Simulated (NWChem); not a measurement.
Molecule: CH6BN; SMILES BNC

```xyz
9

B      0.2300    -1.3584     0.0000
H     -0.4328    -2.3707     0.0000
H      1.4410    -1.3823     0.0000
N     -0.4209    -0.1328     0.0000
C      0.1788     1.1783     0.0000
H     -1.4353    -0.1210     0.0000
H     -0.1099     1.7627     0.8904
H     -0.1099     1.7627    -0.8904
H      1.2725     1.0781     0.0000
```
Atoms are numbered in this order, from 1.

Level: PBE0/def2-SVP (NWChem), optimised geometry, unscaled harmonic frequencies. 

```
frequency (cm⁻¹)  IR intensity (km/mol)
----------------  ---------------------
189                                 0.1
397                                 4.0
443                                24.3
817                                58.6
893                                 6.5
986                                31.6
995                                 9.2
1145                                0.4
1163                               20.7
1202                                7.1
1332                               27.7
1443                                7.8
1466                                7.2
1472                               19.8
1559                               79.4
2562                              102.2
2652                              162.5
3037                               52.0
3110                               25.8
3173                                8.0
3631                               22.4
```

```json
{
 "zero_point_energy": "48.1 kcal/mol",
 "thermal correction to the enthalpy at 298.15 K (with zero-point energy)": "51.4 kcal/mol",
 "heat capacity Cv": "13.7 cal/(mol K)",
 "entropy at 298.15 K and 1 atm (symmetry number 1)": "64.0 cal/(mol K)",
 "dipole_moment": "2.24 D"
}
```

Rigid rotor and harmonic oscillator.
